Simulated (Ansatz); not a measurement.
# Four-centre ligand exchange

Start structure (GaH$_{5}$O, singlet), relaxed at PBE0-D4/def2-TZVP:

```
7
angstrom
Ga -0.6442 -0.5108 0.2039
O -1.1234 1.0843 -0.4550
H -0.7231 -1.6690 -0.8320
H -0.2648 -0.5881 1.7206
H 1.7920 0.1589 -0.6897
H 2.0573 -0.2706 -0.1357
H -1.0937 1.7953 0.1879
```

The step: GaH₃O ([OH][GaH2]) + H₂ → GaH₃ + H₂O (still joined by a long Ga–O bond); bonds formed: Ga1–H6, O2–H5; bonds broken: H5–H6; bonds weakened to dative contacts: Ga1–O2. Computed with Ansatz 0.2.0 (basis: def2-TZVPP and def2-QZVPP); correlated methods freeze the cores. Filled d shells of the heavier atoms are correlated. The def2 sets are not built for correlating such inner shells, so the correlated values are less sure here. Extrapolation: Hartree–Fock as exp(−7.88 √X), correlation as X^−2.97. Energies below are by CCSD(T) at an estimated basis limit (MP2 extrapolated from triple and quadruple zeta, plus CCSD(T) − MP2 in triple zeta).

(1) What are the electronic barrier and the energy of the step, from the start structure to the end structure? (Judge from chemistry; the value comes from the calculation.)

No T1 diagnostic of these runs exceeds 0.015.

Results:

(1) The calculation gives: Barrier 24.28 kcal/mol; step energy -0.46 kcal/mol (downhill); reverse barrier, their difference, 24.74 kcal/mol. Barrier and step energy count from the start structure, the reverse barrier from the end structure.

The saddle point: One imaginary mode of 1254i cm⁻¹.
```tsv
pair	start (Å)	saddle (Å)	end (Å)
Ga1–H6	2.73	1.83	1.58
O2–H5	3.07	1.31	0.96
Ga1–O2	1.79	1.97	2.20
H5–H6	0.75	0.99	2.71
```

Zero-point energy (harmonic, PBE0-D4): ZPE is 24.48 kcal/mol at the start and 25.82 kcal/mol at the saddle, so the barrier goes from 24.28 to 25.62 kcal/mol.

Labels in which every atom is bracketed show which atoms are joined, not bond orders.

For scale, one of the runs: CCSD(T)/def2-TZVPP, 149 basis functions, launched by `ansatz run in.yaml --threads 2 --pin off --events-out ev --progress --plain --max-ram 4352MiB`. Time: 25 s of wall clock on 2 CPU threads; the host was shared. Peak host memory: 0.98 GiB.
